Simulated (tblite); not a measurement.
Compound: C5H5NOSe.
Numbering: `[N:1]#[C:2][C@H:3]1[CH2:4][C:5](=[O:6])[CH2:7][Se:8]1` (hydrogens: H9 on C3; H10, H11 on C4; H12, H13 on C7)

Computed with GFN2-xTB (tblite), gas phase: L-BFGS steps from a force-field or distance-geometry start until the largest atomic force falls under 0.01 eV/Å.

Geometry at step 6:
```
atom  x, y, z in Å
N1     -1.9875    1.0082    1.8241
C2     -1.7027    0.5055    0.8357
C3     -1.2503   -0.1575   -0.3557
C4     -0.0673    0.5531   -0.9993
C5      1.0480    0.5093    0.0283
O6      1.6279    1.4600    0.4546
C7      1.2657   -0.9068    0.5421
Se8    -0.3912   -1.9252    0.1749
H9     -2.0763   -0.3339   -1.0507
H10     0.2464   -0.0316   -1.8712
H11    -0.2929    1.5794   -1.2891
H12     1.4375   -0.8884    1.6220
H13     2.1383   -1.3714    0.0666
```

**Question.** What forces act on the atoms?

**Answer.** 
```json
{"atom": "N1", "Fx (eV/Å)": "-0.037", "Fy (eV/Å)": "-0.066", "Fz (eV/Å)": "-0.196"}
{"atom": "C2", "Fx (eV/Å)": "0.090", "Fy (eV/Å)": "-0.022", "Fz (eV/Å)": "0.126"}
{"atom": "C3", "Fx (eV/Å)": "0.133", "Fy (eV/Å)": "-0.097", "Fz (eV/Å)": "-0.004"}
{"atom": "C4", "Fx (eV/Å)": "0.026", "Fy (eV/Å)": "0.025", "Fz (eV/Å)": "-0.016"}
{"atom": "C5", "Fx (eV/Å)": "-0.271", "Fy (eV/Å)": "-0.307", "Fz (eV/Å)": "-0.013"}
{"atom": "O6", "Fx (eV/Å)": "0.292", "Fy (eV/Å)": "0.173", "Fz (eV/Å)": "0.012"}
{"atom": "C7", "Fx (eV/Å)": "-0.115", "Fy (eV/Å)": "0.024", "Fz (eV/Å)": "0.101"}
{"atom": "Se8", "Fx (eV/Å)": "0.032", "Fy (eV/Å)": "0.166", "Fz (eV/Å)": "0.015"}
{"atom": "H9", "Fx (eV/Å)": "0.054", "Fy (eV/Å)": "-0.120", "Fz (eV/Å)": "0.081"}
{"atom": "H10", "Fx (eV/Å)": "-0.004", "Fy (eV/Å)": "0.157", "Fz (eV/Å)": "-0.046"}
{"atom": "H11", "Fx (eV/Å)": "-0.004", "Fy (eV/Å)": "0.015", "Fz (eV/Å)": "0.015"}
{"atom": "H12", "Fx (eV/Å)": "0.039", "Fy (eV/Å)": "0.014", "Fz (eV/Å)": "-0.054"}
{"atom": "H13", "Fx (eV/Å)": "-0.236", "Fy (eV/Å)": "0.038", "Fz (eV/Å)": "-0.020"}
```

The largest, 0.41 eV/Å, acts on C5; the rms over all components is 0.118 eV/Å. The forces sum to zero within rounding, as they must for an isolated molecule in no field.

**Question.** Give the force on C5 in Eh/bohr and in nN.

**Answer.** 0.410 eV/Å ÷ 51.422 = 0.00797 Eh/bohr, and 0.410 eV/Å × 1.602 = 0.66 nN.

**Question.** How far is this geometry from the end of the optimisation?

**Answer.** 0.091 eV above it, and 0.324 Å rms away after alignment. The bonds farthest from their final lengths, with half the difference of the two atoms' forces along the bond (positive lengthens):

| bond | now (Å) | final (Å) | force along bond (eV/Å) |
| --- | --- | --- | --- |
| C3–Se8 | 2.036 | 2.009 | -0.13 |
| C7–Se8 | 1.979 | 1.954 | -0.09 |
| C7–H13 | 1.097 | 1.091 | -0.02 |
| C5=O6 | 1.192 | 1.198 | +0.33 |
| C5–C7 | 1.522 | 1.517 | -0.12 |
| C4–H11 | 1.090 | 1.092 | -0.01 |

The angle farthest from its final value is C3–C4–C5, 105.7° against 110.5°.

Of the 2 listed bonds off by 0.010 Å or more, this force points towards the final length in 2.

What follows is the cost of the whole relaxation. Time: 0.76 s of wall time. Hardware: an Arm Neoverse N1 with one thread, no GPU, shared host.
